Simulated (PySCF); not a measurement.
C3H8O2, SMILES C(C)(O)CO (connectivity only; charge and spin as stated), charge +1, multiplicity 2.

Coordinates come from a PBE-D3(BJ)/def2-SVP optimisation. The spin state was assumed, not searched. Other conformers were not sampled.

Level of theory: PBE/def2-TZVP run with PySCF.

The molecule is in vacuum.

Computed frontier levels, dipole moment and polarisability:
| Property | Result |
|---|---|
| α spin, highest occupied and lowest empty level | -11.82 and -5.21 eV |
| β spin, highest occupied and lowest empty level | -13.82 and -10.94 eV |
| dipole moment about the centre of nuclear charge | 2.14 D |
| mean static polarisability | 51.0 bohr³ (7.56 Å³) |
| polarisability, principal values | 39.1, 48.2, 65.7 bohr³ |
| ⟨S²⟩ | 0.751 (pure state 0.75) |
